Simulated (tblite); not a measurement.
Compound: C₅H₁₇GaN₂.
Atom-mapped SMILES: `[CH3:1][C:2]([CH3:3])([CH3:4])[Ga@H-:5]([NH3+:6])[CH2:7][NH2:8]` (hydrogens: H9, H10, H11 on C1; H12, H13, H14 on C3; H15, H16, H17 on C4; H18 on Ga5; H19, H20, H21 on N6; H22, H23 on C7; H24, H25 on N8)

Computed with GFN2-xTB (tblite), gas phase: L-BFGS steps from a force-field or distance-geometry start until the largest atomic force falls under 0.01 eV/Å.

Step 185: E = -717.4369 eV
```
atom  x, y, z in Å  |  force x, y, z in eV/Å
C1     -2.2135    1.1141   -0.4494   -0.023   0.030  -0.043
C2     -1.3854    0.0145    0.2256   -0.048   0.065   0.061
C3     -2.1318   -1.3091    0.0646    0.015  -0.007  -0.043
C4     -1.2511    0.3452    1.7103    0.003   0.041   0.059
Ga5     0.4361   -0.0545   -0.7574    0.018  -0.040  -0.051
N6      1.6800   -1.6502    0.0581   -0.072   0.025   0.036
C7      1.9713    1.3059   -0.4548    0.011   0.072  -0.029
N8      3.2419    0.5486   -0.6124    0.007   0.054   0.035
H9     -3.2141    1.1791   -0.0120    0.024   0.018  -0.024
H10    -2.3145    0.9013   -1.5173   -0.006   0.002  -0.001
H11    -1.7228    2.0855   -0.3438    0.000  -0.007   0.021
H12    -3.1602   -1.2345    0.4260    0.026  -0.002   0.031
H13    -1.6266   -2.1051    0.6128   -0.006  -0.032   0.000
H14    -2.1615   -1.5800   -0.9908   -0.002  -0.068  -0.060
H15    -0.6849    1.2691    1.8401    0.014   0.010   0.013
H16    -0.7259   -0.4555    2.2354   -0.020   0.022   0.018
H17    -2.2317    0.4828    2.1763    0.057  -0.048  -0.011
H18     0.2986   -0.6568   -2.2326    0.081   0.008   0.065
H19     2.5495   -1.0855    0.0587   -0.043  -0.017  -0.064
H20     1.7938   -2.4234   -0.5911    0.032  -0.025   0.017
H21     1.5212   -2.0269    0.9891    0.002   0.024  -0.034
H22     1.9642    2.2121   -1.0874    0.012  -0.075   0.055
H23     1.9441    1.6712    0.5828    0.001  -0.031  -0.024
H24     4.0324    1.1236   -0.3184   -0.040  -0.038  -0.053
H25     3.3795    0.3525   -1.6034   -0.040   0.018   0.025
```

Step 186: E = -717.4397 eV
```
atom  x, y, z in Å  |  force x, y, z in eV/Å
C1     -2.2174    1.1167   -0.4511    0.001   0.023  -0.012
C2     -1.3885    0.0176    0.2242   -0.042   0.043   0.083
C3     -2.1283   -1.3099    0.0597   -0.002  -0.001  -0.023
C4     -1.2548    0.3496    1.7101    0.004   0.035   0.045
Ga5     0.4346   -0.0560   -0.7520    0.053  -0.031  -0.040
N6      1.6776   -1.6553    0.0639   -0.076   0.042   0.022
C7      1.9689    1.3050   -0.4475    0.015   0.037   0.016
N8      3.2367    0.5459   -0.6217    0.037   0.072  -0.015
H9     -3.2137    1.1827   -0.0049    0.016   0.038  -0.041
H10    -2.3246    0.9032   -1.5177   -0.013  -0.012  -0.006
H11    -1.7212    2.0866   -0.3515   -0.022  -0.014   0.031
H12    -3.1556   -1.2434    0.4274    0.036  -0.002   0.010
H13    -1.6172   -2.1078    0.6012   -0.006  -0.006  -0.010
H14    -2.1590   -1.5739   -0.9978   -0.014  -0.069  -0.041
H15    -0.6843    1.2715    1.8378    0.006   0.005   0.014
H16    -0.7325   -0.4515    2.2375   -0.019   0.022   0.005
H17    -2.2342    0.4921    2.1785    0.065  -0.050  -0.036
H18     0.3224   -0.6613   -2.2266    0.063   0.005   0.059
H19     2.5419   -1.0840    0.0551   -0.010  -0.012  -0.080
H20     1.7904   -2.4278   -0.5864    0.032  -0.020   0.020
H21     1.5372   -2.0315    0.9972   -0.020   0.007  -0.009
H22     1.9560    2.2146   -1.0721    0.023  -0.041   0.015
H23     1.9556    1.6652    0.5927   -0.014  -0.048  -0.037
H24     4.0300    1.1194   -0.3304   -0.047  -0.054  -0.058
H25     3.3688    0.3563   -1.6165   -0.063   0.030   0.086
```

Step 187: E = -717.4421 eV
```
atom  x, y, z in Å  |  force x, y, z in eV/Å
C1     -2.2199    1.1196   -0.4531    0.012   0.001   0.018
C2     -1.3910    0.0213    0.2243   -0.015   0.006   0.062
C3     -2.1256   -1.3099    0.0557   -0.009  -0.001  -0.005
C4     -1.2576    0.3543    1.7109    0.013   0.019   0.013
Ga5     0.4343   -0.0588   -0.7478    0.059  -0.007  -0.005
N6      1.6741   -1.6606    0.0676   -0.026   0.074  -0.009
C7      1.9668    1.3034   -0.4411    0.010   0.022   0.001
N8      3.2328    0.5443   -0.6287    0.062   0.088  -0.014
H9     -3.2127    1.1870   -0.0005   -0.006   0.051  -0.044
H10    -2.3334    0.9032   -1.5182   -0.009  -0.017  -0.009
H11    -1.7212    2.0883   -0.3584   -0.025  -0.010   0.033
H12    -3.1514   -1.2499    0.4297    0.039  -0.002  -0.009
H13    -1.6100   -2.1103    0.5911   -0.007   0.025  -0.020
H14    -2.1584   -1.5696   -1.0039   -0.020  -0.053  -0.007
H15    -0.6840    1.2745    1.8372   -0.004   0.006   0.014
H16    -0.7375   -0.4471    2.2398   -0.012   0.013  -0.002
H17    -2.2359    0.4982    2.1794    0.047  -0.039  -0.036
H18     0.3433   -0.6631   -2.2190    0.046  -0.010   0.027
H19     2.5342   -1.0818    0.0483   -0.017  -0.024  -0.075
H20     1.7916   -2.4340   -0.5807    0.020  -0.021   0.007
H21     1.5505   -2.0364    1.0023   -0.036  -0.001   0.034
H22     1.9492    2.2171   -1.0587    0.029  -0.036  -0.001
H23     1.9613    1.6578    0.6005   -0.013  -0.048  -0.012
H24     4.0286    1.1177   -0.3427   -0.054  -0.063  -0.047
H25     3.3603    0.3588   -1.6250   -0.085   0.028   0.085
```

Step 188: E = -717.4441 eV
```
atom  x, y, z in Å  |  force x, y, z in eV/Å
C1     -2.2239    1.1208   -0.4549    0.009  -0.008   0.030
C2     -1.3941    0.0240    0.2236    0.020  -0.027   0.018
C3     -2.1252   -1.3095    0.0512   -0.008  -0.003   0.005
C4     -1.2611    0.3578    1.7104    0.023  -0.001  -0.015
Ga5     0.4369   -0.0589   -0.7428    0.044   0.012   0.033
N6      1.6731   -1.6620    0.0719   -0.004   0.022  -0.026
C7      1.9678    1.3030   -0.4331    0.021  -0.001   0.039
N8      3.2312    0.5435   -0.6380    0.053   0.073  -0.057
H9     -3.2122    1.1920    0.0057   -0.026   0.052  -0.044
H10    -2.3478    0.8992   -1.5181    0.008  -0.004   0.010
H11    -1.7229    2.0887   -0.3652   -0.022  -0.008   0.016
H12    -3.1493   -1.2535    0.4303    0.033  -0.005  -0.014
H13    -1.6060   -2.1116    0.5813   -0.007   0.038  -0.019
H14    -2.1618   -1.5671   -1.0096   -0.016  -0.033   0.018
H15    -0.6828    1.2751    1.8362   -0.017   0.014   0.014
H16    -0.7443   -0.4445    2.2406   -0.006   0.000  -0.002
H17    -2.2393    0.5035    2.1767    0.031  -0.024  -0.021
H18     0.3676   -0.6623   -2.2095    0.031  -0.026  -0.016
H19     2.5303   -1.0800    0.0446    0.003  -0.011  -0.067
H20     1.7970   -2.4395   -0.5717   -0.001   0.008   0.010
H21     1.5605   -2.0370    1.0083   -0.044   0.011   0.047
H22     1.9462    2.2218   -1.0411    0.031  -0.013  -0.015
H23     1.9717    1.6463    0.6127   -0.012  -0.045  -0.029
H24     4.0317    1.1153   -0.3635   -0.049  -0.052  -0.034
H25     3.3455    0.3589   -1.6370   -0.092   0.032   0.115
```

Task: Estimate the geometry and energy of step 189. (The exact step hangs on the optimiser's Hessian estimate; all steps are aligned on step 188, rigid shifts and turns removed.)

Result: E = -717.4456 eV, largest force 0.114 eV/Å
```
atom  x, y, z in Å  |  force x, y, z in eV/Å
C1     -2.2266    1.1205   -0.4559    0.002  -0.015   0.030
C2     -1.3956    0.0249    0.2234    0.037  -0.032  -0.024
C3     -2.1263   -1.3090    0.0491    0.001  -0.003   0.002
C4     -1.2624    0.3592    1.7101    0.030  -0.016  -0.029
Ga5     0.4397   -0.0578   -0.7403    0.016   0.018   0.055
N6      1.6719   -1.6611    0.0731    0.040   0.007  -0.038
C7      1.9702    1.3029   -0.4283    0.011  -0.005   0.025
N8      3.2309    0.5438   -0.6433    0.045   0.038  -0.034
H9     -3.2126    1.1955    0.0083   -0.041   0.041  -0.033
H10    -2.3577    0.8946   -1.5178    0.027   0.009   0.025
H11    -1.7257    2.0882   -0.3690   -0.009   0.001  -0.001
H12    -3.1491   -1.2536    0.4304    0.017  -0.005  -0.008
H13    -1.6063   -2.1123    0.5762    0.000   0.033  -0.010
H14    -2.1660   -1.5664   -1.0120   -0.009  -0.019   0.029
H15    -0.6817    1.2748    1.8371   -0.024   0.020   0.008
H16    -0.7476   -0.4438    2.2402    0.003  -0.015   0.004
H17    -2.2403    0.5049    2.1750    0.012  -0.011  -0.008
H18     0.3844   -0.6623   -2.2031    0.020  -0.035  -0.048
H19     2.5286   -1.0775    0.0404   -0.010  -0.013  -0.045
H20     1.8034   -2.4422   -0.5651   -0.024   0.014   0.005
H21     1.5615   -2.0336    1.0108   -0.039   0.022   0.057
H22     1.9474    2.2251   -1.0304    0.025  -0.002  -0.013
H23     1.9780    1.6374    0.6193   -0.009  -0.024  -0.002
H24     4.0348    1.1137   -0.3773   -0.032  -0.031  -0.016
H25     3.3360    0.3581   -1.6420   -0.087   0.021   0.070
```

The energy changes by -0.0015 eV. The first-order estimate −F·Δx gives -0.0022 eV and the mean of the old and new forces, exact on a quadratic surface, -0.0015 eV. The step makes an angle of 78° with the force vector and moves no atom by more than 0.018 Å.

The cost below is that of the whole relaxation. The run took 3.9 s wall on an Arm Neoverse N1 with one thread, no GPU, shared host.
